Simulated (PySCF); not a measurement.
Si(Cl)2(I)(Me) (CH3Cl2ISi), SMILES C[Si](Cl)(Cl)I. Heavy atoms are numbered as in [CH3:1][Si:2]([Cl:3])([Cl:4])[I:5]. Hydrogens are named by the atom that carries them.

Coordinates come from a B3LYP-D3(BJ)/def2-SVP optimisation. The def2 effective core potentials stand for the cores of I; spin–orbit coupling is left out.

The numbers are results of B3LYP/def2-TZVP (PySCF), not measurements.

ESP charges are fitted to the potential on shells at 1.4 to 2.0 van der Waals radii. Atomic charges (e), one atom of each kind:

```tsv
atom	Löwdin	Mulliken	ESP fit
C1 (CH3)	-0.45	-0.42	-0.56
Si2	?	0.56	0.15
Cl3	?	-0.21	-0.07
I5	0.17	-0.14	-0.04
H on C1	?	0.14	0.19
```

Problem. What belongs in the gaps? (An estimate is asked for; the answer gives what the named calculation found.)

Solution. 
- Si2, Löwdin: -0.62
- Cl3, Löwdin: 0.24
- H on C1, Löwdin: 0.14

Computed Mayer and Wiberg (Löwdin basis) orders of the bonds:
```
bond     Mayer  Wiberg
-------  -----  ------
C1–Si2    1.00    1.25
Si2–Cl3   1.17    1.80
Si2–Cl4   1.17    1.80
Si2–I5    1.14    1.62
```
